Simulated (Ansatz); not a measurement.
Reaction (cleavage of the Al–Si bond): `C=C[SiH2][AlH2]` + `O[SiH2]O` → `O[SiH2][O][AlH2]` + `C=C[SiH3]`

Gas-phase electronic energies from Ansatz, PBE0-D4/def2-TZVP geometries. CBS: MP2 limit from def2 TZ/QZ plus the TZ coupled-cluster correction, frozen cores. Functionals use def2-TZVPP. B3LYP here is the variant with VWN-RPA as its local correlation; programs differ in this. HSE06 is defined as in plane-wave codes. One conformer a species, not always the lowest.

| level | ΔE (kJ/mol) | difference from CCSD(T)/CBS |
| --- | --- | --- |
| LDA (SPW92) | -140.7 | 23.4 |
| PBE-D4 | -138.1 | 26.0 |
| revPBE-D4 | -138.5 | 25.6 |
| BLYP-D4 | -161.8 | 2.3 |
| B97M-V | -164.0 | 0.1 |
| PBE0-D4 | -145.2 | 18.9 |
| B3LYP-D4 | -166.0 | -1.9 |
| r2SCANh-D4 | -160.8 | 3.3 |
| r2SCAN0-D4 | -162.0 | 2.1 |
| HSE06-D4 | -144.6 | 19.5 |
| BHLYP-D4 | -175.3 | -11.2 |
| CAM-B3LYP-D4 | -173.3 | -9.2 |
| ωB97X-V | -162.3 | 1.8 |
| ωB97M-V | -168.3 | -4.2 |
| PBE | -138.3 | 25.8 |
| revPBE | -136.9 | 27.2 |
| BLYP | -161.9 | 2.2 |
| r2SCAN | -160.1 | 4.0 |
| PBE0 | -145.5 | 18.6 |
| B3LYP | -166.4 | -2.3 |
| r2SCANh | -161.0 | 3.1 |
| r2SCAN0 | -162.1 | 2.0 |
| HSE06 | -144.9 | 19.2 |
| BHLYP | -176.3 | -12.2 |
| CAM-B3LYP | -173.7 | -9.6 |
| LC-ωPBE | -157.0 | 7.1 |
| RPA@PBE/def2-TZVPP | -164.2 | -0.1 |
| HF/def2-SVP | -187.2 | -23.1 |
| MP2/def2-SVP | -177.9 | -13.8 |
| CCSD/def2-SVP | -172.6 | -8.5 |
| CCSD(T)/def2-SVP | -170.2 | -6.1 |
| MP2/def2-TZVPP | -173.3 | -9.2 |
| SCS-MP2/def2-TZVPP | -176.5 | -12.4 |
| CCSD/def2-TZVPP | -167.7 | -3.6 |
| CCSD(T)/def2-TZVPP | -164.5 | -0.4 |
| MP2/def2-QZVPP | -174.0 | -9.9 |
| SCS-MP2/def2-QZVPP | -177.1 | -13.0 |
| HF/CBS(def2) | -189.0 | -24.9 |
| MP2/CBS(def2) | -172.9 | -8.8 |
| CCSD/CBS(def2) | -167.3 | -3.2 |
| CCSD(T)/CBS | -164.1 | 0 |

Largest T1 diagnostic among the species: 0.012.

In def2-TZVPP, CCSD(T) changes the Hartree–Fock value by +21.5 kJ/mol (the triples alone add +3.2 kJ/mol) and MP2 by +12.7 kJ/mol. At CCSD(T), def2-SVP lies −6.1 kJ/mol from the extrapolated value and def2-TZVPP −0.4 kJ/mol. From BLYP to BHLYP (50 % exact exchange), in def2-TZVPP and without D4, ΔE moves by −14.4 kJ/mol.
